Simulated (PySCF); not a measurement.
First SCF of a structure search on singlet HMo(OH), at a hand-made bent (heavy-atom frame) geometry. PySCF input:

```python
from pyscf import gto, scf, dft
mol = gto.M(atom='''
Mo     0.000000     0.000000     0.000000
H      1.392600     0.000000     0.975100
O     -1.646500     0.000000     1.152900
H     -2.152000     0.735400     1.506800''',
    basis={'Mo': 'def2-TZVP', 'H': 'def2-TZVP', 'O': 'def2-TZVP'},
    ecp={'Mo': 'def2-TZVP'},
    charge=0, spin=0)
mf = dft.RKS(mol, xc='PBE0')
mf.grids.atom_grid = (50, 194)
aux = {'Mo': 'def2-universal-JKFIT', 'H': 'def2-universal-JKFIT', 'O': 'def2-universal-JKFIT'}
mf = mf.density_fit(auxbasis=aux)
mf.conv_tol = 1e-08
mf.diis_space = 10
mf.max_cycle = 60
mf.init_guess = 'minao'
mf.verbose = 4
mf.kernel()
```

Excerpt of the output (cycles and frontier levels); where DIIS stalls, ADIIS, DIIS with a small level shift and a second-order solver take over in turn:

```
init E= -137.921974866667
  HOMO = -0.422188860086914  LUMO = -0.419074565491668  gap/eV = 0.08474
cycle= 1 E= -144.154944035961  delta_E= -6.23  |g|= 1.01  |ddm|= 3.59
  HOMO = -0.0305934625013203  LUMO = -0.0144304464598465  gap/eV = 0.43982
cycle= 2 E= -143.255235930161  delta_E=  0.9  |g|=  2.1  |ddm|= 2.86
  HOMO = -0.155233192119823  LUMO = -0.126030654398303  gap/eV = 0.79464
cycle= 3 E= -144.378131080563  delta_E= -1.12  |g|= 0.248  |ddm|= 2.66
  HOMO = -0.184196449277212  LUMO = -0.120782209866177  gap/eV = 1.72559
cycle= 4 E= -144.387725483735  delta_E= -0.00959  |g|= 0.222  |ddm|= 0.334
  HOMO = -0.160130905300709  LUMO = -0.0945897068441148  gap/eV = 1.78347
cycle= 5 E= -144.399831456319  delta_E= -0.0121  |g|= 0.0633  |ddm|= 0.191
  HOMO = -0.168131350469659  LUMO = -0.0959772454111878  gap/eV = 1.96341
cycle= 6 E= -144.401827731011  delta_E= -0.002  |g|= 0.0256  |ddm|= 0.0901
  HOMO = -0.171164690304583  LUMO = -0.0964155224178143  gap/eV = 2.03403
... 98 lines left out ...
cycle= 56 E= -144.404711060828  delta_E= 8.47e-08  |g|= 8.65e-05  |ddm|= 0.00322
  HOMO = -0.174593968002269  LUMO = -0.0970401915254868  gap/eV = 2.11035
cycle= 57 E= -144.404710746464  delta_E= 3.14e-07  |g|= 7.53e-05  |ddm|= 0.017
  HOMO = -0.174582892379877  LUMO = -0.0970373302765779  gap/eV = 2.11012
cycle= 58 E= -144.404710707637  delta_E= 3.88e-08  |g|= 2.05e-05  |ddm|= 0.00377
  HOMO = -0.174567721155854  LUMO = -0.0970311245279341  gap/eV = 2.10988
cycle= 59 E= -144.404710675868  delta_E= 3.18e-08  |g|= 1.22e-05  |ddm|= 0.0046
  HOMO = -0.174560033671267  LUMO = -0.0970272999273298  gap/eV = 2.10977
cycle= 60 E= -144.404710664851  delta_E= 1.1e-08  |g|= 9.16e-06  |ddm|= 0.00248
SCF not converged.
init E= -137.921974866667
  HOMO = -0.422188860086914  LUMO = -0.419074565491668  gap/eV = 0.08474
cycle= 1 E= -144.154944035961  delta_E= -6.23  |g|= 1.01  |ddm|= 3.59
  HOMO = -0.0305934625013203  LUMO = -0.0144304464598465  gap/eV = 0.43982
cycle= 2 E= -143.255235930161  delta_E=  0.9  |g|=  2.1  |ddm|= 2.86
  HOMO = -0.103523338346478  LUMO = -0.0892464834711259  gap/eV = 0.38849
cycle= 3 E= -144.357335912444  delta_E= -1.1  |g|= 0.453  |ddm|= 2.53
  HOMO = -0.209864094388962  LUMO = -0.130165850756058  gap/eV = 2.16870
cycle= 4 E= -144.349975060079  delta_E= 0.00736  |g|= 0.509  |ddm|= 0.615
  HOMO = -0.176794553801313  LUMO = -0.103232553510973  gap/eV = 2.00172
cycle= 5 E= -144.398596295854  delta_E= -0.0486  |g|= 0.0914  |ddm|= 0.309
  HOMO = -0.154896608339379  LUMO = -0.0876590647746127  gap/eV = 1.82963
cycle= 6 E= -144.39408386925  delta_E= 0.00451  |g|= 0.198  |ddm|= 0.207
  HOMO = -0.168257012651676  LUMO = -0.0954870531767291  gap/eV = 1.98017
... 18 lines left out ...
cycle= 16 E= -144.405233626349  delta_E= -0.00019  |g|= 0.0228  |ddm|= 0.0403
  HOMO = -0.175005597182859  LUMO = -0.0971534976832089  gap/eV = 2.11846
cycle= 17 E= -144.40525052954  delta_E= -1.69e-05  |g|= 0.0333  |ddm|= 0.0399
  HOMO = -0.17365939191372  LUMO = -0.0961428949440304  gap/eV = 2.10933
cycle= 18 E= -144.405506289057  delta_E= -0.000256  |g|= 0.0168  |ddm|= 0.0329
  HOMO = -0.175169895195053  LUMO = -0.0970586873566575  gap/eV = 2.12551
cycle= 19 E= -144.405546562129  delta_E= -4.03e-05  |g|= 0.0286  |ddm|= 0.0397
  HOMO = -0.173642819412345  LUMO = -0.0959222432935931  gap/eV = 2.11488
cycle= 20 E= -144.405680032859  delta_E= -0.000133  |g|= 0.0256  |ddm|= 0.036
SCF not converged.
init E= -144.405680032859
  HOMO = -0.177021192730827  LUMO = 0.00187629237634823  gap/eV = 4.86805
cycle= 1 E= -144.405490923717  delta_E= 0.000189  |g|= 0.0465  |ddm|= 0.0378
  HOMO = -0.171111671053239  LUMO = 0.00597176980577885  gap/eV = 4.81869
cycle= 2 E= -144.404771793948  delta_E= 0.000719  |g|= 0.0814  |ddm|= 0.0615
  HOMO = -0.174925670540374  LUMO = 0.00345013804292194  gap/eV = 4.85385
cycle= 3 E= -144.405980914603  delta_E= -0.00121  |g|= 0.0127  |ddm|= 0.0332
  HOMO = -0.175044118247228  LUMO = 0.00339219301705995  gap/eV = 4.85550
cycle= 4 E= -144.406049763665  delta_E= -6.88e-05  |g|= 0.00515  |ddm|= 0.00974
  HOMO = -0.17481788165393  LUMO = 0.00346122955392758  gap/eV = 4.85122
cycle= 5 E= -144.406018414397  delta_E= 3.13e-05  |g|= 0.00516  |ddm|= 0.00747
  HOMO = -0.17485957887729  LUMO = 0.003447554596967  gap/eV = 4.85198
cycle= 6 E= -144.406014822571  delta_E= 3.59e-06  |g|= 0.00492  |ddm|= 0.0011
  HOMO = -0.174927329972542  LUMO = 0.00342986332594819  gap/eV = 4.85335
... 39 lines left out ...
  HOMO = -0.174642009740669  LUMO = 0.00287520087119475  gap/eV = 4.83049
cycle= 27 E= -144.404719402284  delta_E= 2.07e-06  |g|= 0.00103  |ddm|= 0.0121
  HOMO = -0.174777559160801  LUMO = 0.00303039644964542  gap/eV = 4.83840
cycle= 28 E= -144.404716994501  delta_E= 2.41e-06  |g|= 0.000829  |ddm|= 0.0141
  HOMO = -0.174763883808616  LUMO = 0.00293135372299247  gap/eV = 4.83533
cycle= 29 E= -144.404715804666  delta_E= 1.19e-06  |g|= 0.000643  |ddm|= 0.00992
  HOMO = -0.174781812769117  LUMO = 0.00277374341382242  gap/eV = 4.83153
cycle= 30 E= -144.404714904006  delta_E= 9.01e-07  |g|= 0.000783  |ddm|= 0.00911
SCF not converged.
  HOMO = -0.174611908576418  LUMO = -0.0970452923506533  gap/eV = 2.11070
macro= 0  E= -144.404717418067  delta_E= -2.51406e-06  |g|= 0.000782821  1 KF 8 JK
macro= 1  E= -144.404790929744  delta_E= -7.35117e-05  |g|= 0.00223839  3 KF 19 JK
macro= 2  E= -144.405723307171  delta_E= -0.000932377  |g|= 0.0352204  3 KF 23 JK
macro= 3  E= -144.409247973194  delta_E= -0.00352467  |g|= 0.0166222  3 KF 15 JK
macro= 4  E= -144.412621571076  delta_E= -0.0033736  |g|= 0.0261057  3 KF 15 JK
macro= 5  E= -144.415988871953  delta_E= -0.0033673  |g|= 0.0870571  3 KF 19 JK
macro= 6  E= -144.416563323084  delta_E= -0.000574451  |g|= 0.00164143  4 KF 17 JK
macro= 7  E= -144.41656390619  delta_E= -5.83106e-07  |g|= 0.000152981  2 KF 13 JK
macro= 8  E= -144.416563906189  delta_E= 1.16529e-12  |g|= 3.8543e-05  1 KF 2 JK
macro X = 9  E=-144.416563906189  |g|= 3.8543e-05  total 24 KF 141 JK
converged SCF energy = -144.416563906189
```

No lower solution of this spin was found from smeared starts or by a stability analysis within the restricted form, which does not test spin polarisation.

At the minimum of this search the closed-shell solution is unstable towards spin polarisation, so a lower open-shell solution exists.

The search for the lowest solution, 3 starts and the stability check together, took 17 s on 2 threads of a shared Arm Neoverse V2 host, with 83 basis functions; the process peaked at 0.42 GiB.
